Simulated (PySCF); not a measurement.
Compound: Ge(NCO)2Me2, C4H6GeN2O2.
Bonds: Ge1–N2, Ge1–N5, Ge1–C8, Ge1–C12, N2–C3, C3–O4, N5–C6, C6–O7. Hydrogens: H9, H10, H11 on C8; H13, H14, H15 on C12.

Lines to be assigned: C 1s: 290.88 (area 2), 294.54 (area 2) eV; N 1s: 405.09 eV; O 1s: 539.02 eV.

Method used: delta-SCF UKS SCAN, pcX-2 on the ionised atom, pcseg-1 elsewhere, spin-free X2C in PySCF 2.14.0. Geometry: PBE0-D3(BJ)/def2-SVP, one conformer, isolated molecule.

Problem. Assign the C 1s lines to atoms.

Solution. 290.88 eV: C8/C12 (carbon bonded to Ge and 3 H); 294.54 eV: C3/C6 (carbon bonded to N and O). The listed C 1s values span 3.66 eV, from C8/C12 (bonded to 3 H and Ge) to C3/C6 (bonded to O and N).

Bonded neighbours of each site: N2/N5: C and Ge; C3/C6: O and N; O4/O7: C; C8/C12: 3 H and Ge.

Problem. Which photon energy gives electrons from C 1s of C8/C12 a kinetic energy of 150 eV, and what is their de Broglie wavelength?

Solution. hν = 290.88 + 150 = 440.88 eV, recoil neglected; λ = 12.264 Å/√(E/eV) = 1.00 Å.

Topologically equivalent atoms share the value of their first member; where this conformer doesn't relate them by symmetry, their own values could differ. No level of germanium is listed.
